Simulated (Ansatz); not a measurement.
Input file for Ansatz (a quantum-chemistry and plane-wave program): R-CCSD(T)/aug-cc-pV(T+d)Z on Cl3H (a complex), monomers drawn apart or pushed together. Files ending in .json are basis or fitting sets from the Basis Set Exchange.

Ansatz 0.2 input:
```yaml
crystal:
  periodic: [false, false, false]
  atoms:
    - {symbol: Cl, position_ang: [0.42443721, -0.56667185, -0.33204560]}
    - {symbol: H, position_ang: [0.01093015, 0.62973644, -0.54126735]}
    - {symbol: Cl, position_ang: [-0.14595665, 0.49892173, 4.41555246]}
    - {symbol: Cl, position_ang: [0.12015003, -0.03088105, 2.48218157]}
basis:
  gaussian:
    orbitals: aug-cc-pV_T+d_Z.json
magnetization: {spin_polarized: false}
correlation: {method: ccsd_t, electrons: outside_noble_gas}
scf: {lower_state_search: off}
```

It printed:

```
WARN ansatz: RAYON_NUM_THREADS=1 ignored (pool sized by the plan → 1); use --threads N
Functional definition: HF
these checks for a lower state are left out or cut short: stability, starts, cluster_reference, orbital_swaps, neighbouring_geometries, increment
integrals: 0.68 GiB planned
1096 factors; integrals over basis functions are off by at most 1.3e-3 eV
mean field: 0.55 GiB planned
mean field evaluation 1: about -37526.2729 eV, gradient 1.7e1 eV
mean field evaluation 2: about -37526.4331 eV, gradient 1.7e1 eV
mean field evaluation 4: about -37527.3101 eV, gradient 1.8e0 eV
mean field evaluation 8: about -37527.3318 eV, gradient 1.2e-1 eV
mean field -37527.33187052 eV, -1379.1040093025 hartree, gradient 1.7e-6 eV, S^2 0.000000; 0 other end points of the search recorded, 0 dependent functions left out
15 core orbitals not correlated
reference -37527.33187052 eV, -1379.1040093025 hartree; 11, 11 occupied and 162, 162 virtual orbitals, 1096 factors
second order -16.44524940 eV of doubles, -0.00000000 eV of singles
coupled cluster: 1.75 GiB planned
cycle   1  -17.37181333 eV  change   -9.3e-1 eV  update   7.8e-2
cycle   2  -17.76973724 eV  change   -4.0e-1 eV  update   2.4e-2
cycle   3  -17.83098925 eV  change   -6.1e-2 eV  update   9.7e-3
cycle   4  -17.82705318 eV  change    3.9e-3 eV  update   2.5e-3
cycle   5  -17.82547588 eV  change    1.6e-3 eV  update   1.1e-3
cycle   6  -17.82547427 eV  change    1.6e-6 eV  update   2.9e-4
cycle   7  -17.82540135 eV  change    7.3e-5 eV  update   1.1e-4
cycle   8  -17.82540719 eV  change   -5.8e-6 eV  update   4.2e-5
cycle   9  -17.82541978 eV  change   -1.3e-5 eV  update   1.5e-5
perturbative correction -0.80518684 eV, -0.0295900705 hartree
Total energy: -37545.96247714 eV, -1379.7886714675 hartree
Checks for a lower state left out: stability, starts, cluster_reference, orbital_swaps, neighbouring_geometries, increment
```

Self-consistency was reached.

Cost: very roughly 40 core-seconds.
